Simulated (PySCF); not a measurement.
An unknown shows these calculated signals:

¹H NMR (400 MHz, computed): δ 2.86 (s, 3H), 2.78 (s, 3H).

¹³C{¹H} NMR (computed): δ 190.4 (C), 172.0 (C), 170.2 (C), 30.8 (CH3), 13.8 (CH3).

PySCF 2.14.0 with density-fitted response routines calculation with shielding tensors at PBE0/pcSseg-1 (GIAO) and structure optimised with GFN2-xTB; non-relativistic, equivalent nuclei averaged, one computed conformer, gas phase.

Shifts are taken against calculated references (same method and geometry level): ¹H, ¹³C against TMS.

Task: Which of these does the molecule contain: a benzene ring, a (CH3)2CH unit, a nitrile, a ketone, a heteroaromatic ring?

Result: 
- A benzene ring: no.
- A (CH3)2CH unit: no.
- A nitrile: no.
- A ketone: yes (δC 190.4).
- A heteroaromatic ring: yes.

The data belong to `CC(=O)c1nnc(C)o1`, C$_{5}$H$_{6}$N$_{2}$O$_{2}$; they needn't prove each group on their own.

Carbon signals by region: 3 in the far downfield region (above 160 ppm), 2 below 50 ppm. Above 160 ppm: 190.4, ketone carbonyl carbon, 172.0, substituted aromatic carbon next to the ring oxygen, 170.2, substituted aromatic carbon next to the ring oxygen.

Shifts are as computed. Against solution values, carbons near 30 ppm lie about +3 ppm off and those near 130 ppm about +5 ppm. Of 1211 compounds with measured shifts, 218 miss one by over three times the rms of a fit or turn the order of signals round; such compounds aren't used in these exercises. No couplings were computed; multiplicities are counted from neighbouring protons, with m where these are inequivalent, close in shift, in a saturated or five-membered ring or joined by F or P, and br s for small geminal =CH2 splittings.
